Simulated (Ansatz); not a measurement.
TiCl3. Charge 0, multiplicity 4. Geometry PBE-D4/def2-SVP; atoms count from 1.

Cartesian coordinates in Å:
```
Ti 0.2483 0.2563 0.2584
Cl 1.4992 1.5502 1.5609
Cl -0.0018 -1.9281 -0.7300
Cl -1.7457 0.1216 -1.0893
```

In the quartet, Cl3 and Cl4 lie 2.72 Å apart (atoms count from 1), so these atoms are partly bonded to each other. At PBE0-D4/def2-TZVP a doublet of charge 0 lies 3.26 eV below the quartet, each at its own geometry. The structure comes from a short search, and lower isomers may exist.

Problem. Estimate the Mulliken populations from the PBE0/def2-TZVP orbitals of Ansatz.

Solution. 
```tsv
atom	charge (e)	spin (α − β)	d electrons
Ti1	0.82	2.02	2.49
Cl2	-0.43	-0.03	–
Cl3	-0.20	0.50	–
Cl4	-0.20	0.50	–
```
Mulliken values and Mayer orders depend strongly on the basis.

Problem. Where does the spin sit?

Solution. Summed by element: Ti 2.02, Cl 0.98, of 3 unpaired in all. Largest on single atoms: Ti1 2.02, Cl3 0.50, Cl4 0.50.

Problem. And the Mayer bond orders between bonded heavy atoms (over 0.3)?

Solution. Ti1–Cl2 1.06 (2.22 Å); Ti1–Cl3 0.56 (2.41 Å); Ti1–Cl4 0.56 (2.41 Å). Values over 0.3 also appear between atoms too far apart for a bond (Cl3–Cl4 0.45 at 2.72 Å); they arise where an orbital or an unpaired electron spreads over both atoms.
